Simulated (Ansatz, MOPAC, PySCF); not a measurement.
Species: BBr2, net charge 0, doublet state. SMILES: Br[B]Br
Geometry: optimised at B3LYP-D3(BJ)/def2-TZVP (Ansatz, a program for electronic structure).

Unscaled harmonic wavenumbers (cm⁻¹) in rising order, each level at the stationary point that it reaches from this structure (no distance between atoms moves by over 0.3 Å); the order of modes can differ between levels, and a negative number is imaginary. B3LYP-D3(BJ)/def2-TZVP (PySCF, at the structure above): 173, 545, 838.

PM3 (MOPAC): 130, 464, 994. Zero-point energy 2.3 against 2.2 kcal/mol; where all levels lie over 400 cm⁻¹, the wavenumbers are on average 1.186 times those of B3LYP-D3(BJ)/def2-TZVP.

PM6 (MOPAC): 128, 312, 914. Zero-point energy 1.9 against 2.2 kcal/mol; where all levels lie over 400 cm⁻¹, the wavenumbers are on average 1.091 times those of B3LYP-D3(BJ)/def2-TZVP.

HF/6-31G* with LANL2DZ past Ar (Ansatz): 183, 570, 828. Zero-point energy 2.3 against 2.2 kcal/mol; where all levels lie over 400 cm⁻¹, the wavenumbers are on average 0.988 times those of B3LYP-D3(BJ)/def2-TZVP.
